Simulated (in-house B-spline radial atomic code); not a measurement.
Orbital energies and mean radii along the 27-electron series, configuration 1s2 2s2 2p6 3s2 3p6 3d3/2(4) 3d5/2(5). The effective charge is n√(-2ε), a non-relativistic measure. Computed with a radial B-spline atomic code at the basis-set limit: Dirac-Hartree-Fock, jj configuration that fills j = l - 1/2 first, finite nuclei.

| ion | Z | energy of 2s1/2 (Eh) | mean radius of 2s1/2 (bohr) | energy of 3d3/2 (Eh) | mean radius of 3d3/2 (bohr) | energy of 3p3/2 (Eh) | mean radius of 3p3/2 (bohr) | effective charge of 2s1/2 |
| --- | --- | --- | --- | --- | --- | --- | --- | --- |
| Ni+ | 28 | -38.702 | 0.24348 | -0.77242 | 1.0316 | -3.3608 | 0.79164 | 17.596 |
| Cu2+ | 29 | -42.654 | 0.23389 | -1.4715 | 0.89988 | -4.2754 | 0.7496 | 18.473 |
| Zn3+ | 30 | -46.927 | 0.22499 | -2.3213 | 0.80632 | -5.3495 | 0.70991 | 19.376 |
| Ga4+ | 31 | -51.502 | 0.21671 | -3.3075 | 0.73455 | -6.5644 | 0.67317 | 20.298 |
| Ge5+ | 32 | -56.371 | 0.20898 | -4.4224 | 0.67682 | -7.9104 | 0.63947 | 21.236 |
| As6+ | 33 | ? | ? | ? | ? | ? | ? | ? |
| Se7+ | 34 | -66.973 | 0.19496 | -7.0218 | 0.58818 | -10.975 | 0.58042 | 23.147 |
| Br8+ | 35 | -72.702 | 0.18859 | -8.5015 | 0.553 | -12.688 | 0.55458 | 24.117 |
| Kr9+ | 36 | -78.716 | 0.18259 | -10.099 | 0.52219 | -14.52 | 0.53085 | 25.094 |
| Rb10+ | 37 | -85.015 | 0.17693 | -11.814 | 0.49492 | -16.469 | 0.509 | 26.079 |
| Sr11+ | 38 | -91.599 | 0.17158 | -13.645 | 0.47057 | -18.534 | 0.48883 | 27.07 |
| Zr13+ | 40 | ? | ? | ? | ? | ? | ? | ? |
| Nb14+ | 41 | -113.08 | 0.15717 | -19.832 | 0.4107 | -25.424 | 0.43673 | 30.077 |
| Mo15+ | 42 | -120.82 | 0.15285 | -22.125 | 0.39414 | -27.951 | 0.42171 | 31.089 |
| Tc16+ | 43 | ? | ? | ? | ? | ? | ? | ? |
| Ru17+ | 44 | -137.17 | 0.1448 | -27.053 | 0.36486 | -33.349 | 0.39452 | 33.127 |

Q: Fill in the row of As6+.

A: energy of 2s1/2 (Eh): -61.529; mean radius of 2s1/2 (bohr): 0.20175; energy of 3d3/2 (Eh): -5.6614; mean radius of 3d3/2 (bohr): 0.62889; energy of 3p3/2 (Eh): -9.3817; mean radius of 3p3/2 (bohr): 0.60863; effective charge of 2s1/2: 22.186.

Q: Fill in the row of Zr13+.

A: energy of 2s1/2 (Eh): -105.63; mean radius of 2s1/2 (bohr): 0.16173; energy of 3d3/2 (Eh): -17.655; mean radius of 3d3/2 (bohr): 0.42879; energy of 3p3/2 (Eh): -23.012; mean radius of 3p3/2 (bohr): 0.45284; effective charge of 2s1/2: 29.069.

Q: Fill in the row of Tc16+.

A: energy of 2s1/2 (Eh): -128.85; mean radius of 2s1/2 (bohr): 0.14873; energy of 3d3/2 (Eh): -24.532; mean radius of 3d3/2 (bohr): 0.37892; energy of 3p3/2 (Eh): -30.592; mean radius of 3p3/2 (bohr): 0.40767; effective charge of 2s1/2: 32.106.

Q: How does the screening of 2s1/2 change?

A: Z less the effective charge goes from 10.40 at Z = 28 to 10.87 at Z = 44.
